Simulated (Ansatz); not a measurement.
Geometry optimisation, Ansatz 0.2.0, RKS B3LYP-D4/def2-SVP.

Input file:

```yaml
crystal:
  periodic: [false, false, false]
  atoms:
    - { symbol: "N", position_ang: [-1.5408, 1.1151, 0.8408] }
    - { symbol: C, position_ang: [-0.6659, 0.2048, 0.3127] }
    - { symbol: O, position_ang: [-1.0403, -1.1439, 0.3174] }
    - { symbol: "N", position_ang: [0.5502, 0.6327, -0.1611] }
    - { symbol: Al, position_ang: [1.922, -0.4098, -0.931] }
    - { symbol: H, position_ang: [-1.3617, 2.1951, 0.8291] }
    - { symbol: H, position_ang: [-2.481, 0.8458, 1.215] }
    - { symbol: H, position_ang: [-0.3641, -1.8601, -0.0229] }
    - { symbol: H, position_ang: [3.2381, 0.3601, -1.3879] }
    - { symbol: H, position_ang: [1.8267, -1.991, -1.0091] }
basis:
  gaussian: { orbitals: def2-SVP }
hamiltonian:
  xc: b3lyp
  dispersion: d4
relax:
  f_tol: 0.02
  max_steps: 50
```

Launched with:

```bash
$ ansatz run input.yaml --threads 2 --pin off --max-ram 3072MiB --backend cpu --events-out ev --progress --plain --runs-dir out
```

Q: Where does it end, and by what steps?

A: The run converged. After 28 steps the energy has fallen by 1.233 eV; H10 moved furthest, 1.90 Å.

```tsv
step	energy less start (eV)	largest force component (eV/Å)	accepted
0	0.0000	5.114	yes
1	-0.8951	1.555	yes
2	-0.9568	1.362	yes
3	-1.0110	0.349	yes
4	-1.0166	0.261	yes
5	-1.0240	0.088	yes
6	-1.0266	0.095	yes
7	-1.0303	0.038	yes
8	-1.0329	0.128	yes
9	-1.0345	0.131	yes
10	-1.0372	0.133	yes
11	-1.0374	0.289	yes
12	-1.0484	0.237	yes
13	-1.0795	0.166	yes
14	-1.1079	0.218	yes
15	-1.1349	0.311	yes
16	-1.1733	0.187	yes
17	-1.2037	0.149	yes
18	-1.2191	0.146	yes
19	-1.1907	0.409	no
20	-1.2287	0.079	yes
21	-1.2312	0.063	yes
22	-1.1999	0.683	no
23	-1.2283	0.419	no
24	-1.2324	0.024	yes
25	-1.2325	0.029	yes
26	-1.2326	0.025	yes
27	-1.2324	0.034	no
28	-1.2326	0.004	yes
```

```xyz
10
Properties=species:S:1:pos:R:3
N -1.203 0.972 1.039
C -0.762 -0.036 0.232
O -1.781 -0.902 -0.024
N 0.410 -0.182 -0.211
Al 2.051 -0.330 -0.781
H -0.591 1.759 1.196
H -2.193 1.079 1.212
H -1.405 -1.602 -0.577
H 2.447 0.316 -2.173
H 3.110 -1.126 0.090
```

Whether the end is a true minimum wasn't checked by a vibrational analysis.

Time of the run: 27 s on 2 threads of AMD EPYC 9R45 96-Core Processor (Zen 5), on a shared host, peak memory 0.23 GiB.
